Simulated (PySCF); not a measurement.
Harmonic spectrum computed at PBE0 in the def2-TZVP basis family (core potentials from Rb on, PySCF, no spin–orbit coupling):

```csv
ω (cm⁻¹),IR (km/mol)
195,2.5
613,148
1149,71.8
```

Problem. Which molecule gave it? In each, all ligands are bound to the one heavy central atom.
A. FWN (triplet)
B. FRuN (singlet)
C. FTiN (singlet)
D. FMoN (triplet)
E. FTcN (quartet)

Solution. D. It has Cs symmetry with Mo–F 1.904 Å, Mo–N 1.617 Å.
